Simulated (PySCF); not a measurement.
**Working out the ionisation energy of Ag⁺**

Ag⁺ [Kr] 4d10 (1S) → Ag²⁺ [Kr] 4d9 (2D). Computed with PySCF 2.14 in def2-TZVP with the def2 core potential (28 electrons) (6s4p3d1f, 40 functions), with a scalar-relativistic core potential. Frozen: 4s2 4p6. Energies in hartree (1 hartree = 27.21139 eV):

```tsv
part	Ag⁺ (lower)	Ag²⁺ (upper)
UHF	-145.883287	-145.155748
MP2 opposite-spin	-0.163404	-0.127656
MP2 same-spin	-0.095377	-0.075671
```

Task: What does Hartree-Fock give?

Result: (-145.155748) − (-145.883287) = 0.727539 hartree = 19.797 eV.

Task: What do MP2 and SCS-MP2 (6/5 opposite-spin, 1/3 same-spin) give?

Result: The opposite-spin parts differ by 0.973 eV and the same-spin parts by 0.536 eV. MP2: 19.797 + (0.973) + (0.536) = 21.306 eV. SCS-MP2: 19.797 + 1.2 × (0.973) + (0.536)/3 = 21.143 eV.

Reference: 21.484 eV (measured; NIST Atomic Spectra Database, ionization energies), between the lowest levels; spin-orbit coupling is absent from the calculation.

What remains against the reference includes basis incompleteness, the frozen core and correlation beyond second order.
